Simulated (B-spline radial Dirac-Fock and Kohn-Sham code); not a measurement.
**Subshell photoionisation cross sections of Ar⁴⁺ against photon energy**

System: argon as Ar⁴⁺, configuration [Ne] 3s2 3p2.

Model: Dirac-Hartree-Slater photoionisation with all multipoles and Dirac-Fock thresholds. Program: an atomic code on a B-spline grid. Values are in kb; a dash marks an energy below the computed threshold. Values for outer subshells far above threshold carry numerical ripple of a few per cent.

```tsv
hν (eV)	2p1/2	2p3/2	3s	3p1/2	3p3/2
88.5	–	–	–	216	441
180	–	–	206	97.1	195
400	529	1050	51.0	17.1	33.8
1000	46.6	91.3	9.10	1.76	3.46
1730	8.97	17.5	2.90	0.373	0.729
2390	3.23	6.26	1.40	0.134	0.262
5414.7	0.205	0.394	0.193	0.00911	0.0175
15000	0.00504	0.00945	0.0123	0.000232	0.000437
15700	0.00425	0.00795	0.0108	0.000196	0.000368
16800	0.00329	0.00615	0.00890	0.000152	0.000285
18600	0.00224	0.00417	0.00664	0.000104	0.000194
24500	0.000784	0.00145	0.00297	3.65e-05	6.74e-05
80000	8.05e-06	1.39e-05	7.95e-05	3.79e-07	6.55e-07
100000	3.44e-06	5.82e-06	3.95e-05	1.62e-07	2.75e-07
150000	7.54e-07	1.24e-06	1.11e-05	3.56e-08	5.85e-08
```

At 150000 eV the multipoles beyond E1 give 51.8 % of 2p1/2, 48.7 % of 2p3/2, 37.3 % of 3s, 51.8 % of 3p1/2, 48.7 % of 3p3/2.
